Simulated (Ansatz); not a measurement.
A nudged elastic band was laid between two geometries of BrH + Cl3H2NZr (9 atoms, charge 0, multiplicity 1).

All numbers below come from RKS PBE/def2-SVP in Ansatz 0.2.0.

| Item | Value |
| --- | --- |
| movable images | 3 |
| climbing image | yes |
| spring | 5.0 eV/Å² |
| optimiser | quadratic models (default) |
| start path | through a guess of the saddle point |
| force threshold | 0.05 eV/Å |
| iteration limit | 60 |
| end points | relaxed |

First end point:

```xyz
9
Properties=species:S:1:pos:R:3
Zr -0.090 0.183 -0.014
N 0.075 -0.083 2.006
H -0.697 -0.413 2.605
H 0.729 0.445 2.601
Cl 2.081 0.438 -0.861
Cl -1.283 2.177 -0.371
Cl -1.346 -1.611 -0.851
Br 1.813 -2.969 2.206
H 1.051 -1.705 2.136
```

Last end point:

```xyz
9
Properties=species:S:1:pos:R:3
Zr 0.677 -0.268 0.063
N -0.302 -0.537 2.286
H -1.284 -0.225 2.316
H 0.203 0.005 3.002
Cl 1.611 0.004 -2.087
Cl 0.135 1.994 0.520
Cl -1.101 -1.738 -0.484
Br 2.688 -1.255 1.240
H -0.294 -1.518 2.601
```

Question: What changes between the two ends?

Answer: Bonds broken: Br8–H9. Bonds formed: Zr1–Br8, N2–H9. BrH + Cl3H2NZr becomes BrCl3H3NZr.

Question: Give the energies along the band, and the barrier.

Answer: It converged. The highest image is number 1 of 0 to 4, 1.2 kJ/mol above the first end and 162.9 kJ/mol above the last; the last end lies 161.8 kJ/mol below the first. Neighbouring images differ by up to 1.4 eV, so the band resolves the path poorly. Another band between the same ends (9 images) ends at a top of the same energy, where a vibrational analysis finds no clearly imaginary modes. So few images can step over the top or miss a turn of the path. The orbitals stay closed-shell, which can raise the energy where a bond breaks towards radicals; this wasn't checked here.

```csv
image,path coordinate (Å),energy (kJ/mol),Br8–H9 (Å),Zr1–Br8 (Å),N2–H9 (Å)
0,0.00,0.0,1.48,4.30,1.90
1,0.70,1.2,1.51,3.70,1.75
2,2.21,-132.7,2.38,2.65,1.04
3,3.72,-147.5,2.80,2.57,1.03
4,5.23,-161.8,3.29,2.53,1.03
```

Question: What is the geometry of the highest image?

Answer: 
```xyz
9
Properties=species:S:1:pos:R:3
Zr 0.006 0.038 0.073
N 0.074 -0.069 2.134
H -0.751 -0.323 2.698
H 0.688 0.510 2.724
Cl 2.156 0.399 -0.792
Cl -1.187 2.003 -0.395
Cl -1.323 -1.698 -0.777
Br 1.707 -2.820 1.687
H 0.962 -1.578 2.105
```

Run time: 60 s on 4 threads of Intel(R) Xeon(R) 6975P-C (Granite Rapids) (shared host), peak memory 0.27 GiB.
